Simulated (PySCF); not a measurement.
C3H6NO, SMILES [CH2]N(C)C=O, multiplicity 2. Atoms are numbered in the order given.

```xyz
11

C     -1.4304    -0.3651     0.0000
N     -0.0598    -0.3637     0.0000
C      0.6568    -1.6174     0.0000
C      0.6305     0.8298     0.0000
O      0.1078     1.9189     0.0000
H     -1.9506    -1.3197     0.0000
H     -1.9275     0.6020     0.0000
H      0.4110    -2.2118     0.8944
H      1.7373    -1.4202     0.0000
H      0.4110    -2.2118    -0.8944
H      1.7337     0.6718     0.0000
```
Charge 0, spin multiplicity 2.

Coordinates come from a PBE0-D3(BJ)/def2-SVP optimisation. The isomer is the one that the SMILES or the coordinates give; other isomers of the formula were not compared. One conformer was computed; it need not be the lowest.

Calculation: r2SCAN/def2-TZVP (PySCF).

ESP charges are fitted to the potential on shells at 1.4 to 2.0 van der Waals radii. Atomic charges (e):

| atom | Löwdin | ESP fit | Mulliken spin |
|---|---|---|---|
| C1 | -0.23 | -0.62 | 0.93 |
| N2 | 0.15 | 0.36 | -0.02 |
| C3 | -0.28 | -0.61 | -0.01 |
| C4 | -0.41 | 0.22 | 0.10 |
| O5 | 0.07 | -0.45 | 0.11 |
| H6 | 0.11 | 0.24 | -0.06 |
| H7 | 0.12 | 0.25 | -0.05 |
| H8 | 0.12 | 0.19 | 0.01 |
| H9 | 0.12 | 0.17 | 0.00 |
| H10 | 0.12 | 0.19 | 0.01 |
| H11 | 0.11 | 0.05 | -0.01 |

### Question
Give the Mayer and Wiberg (Löwdin basis) orders of the bonds. (Estimate from the structure and the level; the computed values follow.)

### Answer

```tsv
bond	Mayer	Wiberg
C1–N2	1.12	1.56
N2–C3	0.93	1.25
N2–C4	1.12	1.48
C4–O5	1.95	2.68
C1–H6	0.96	0.93
C1–H7	0.95	0.92
C3–H8	0.96	0.91
C3–H9	0.96	0.90
C3–H10	0.96	0.91
C4–H11	0.95	0.86
```
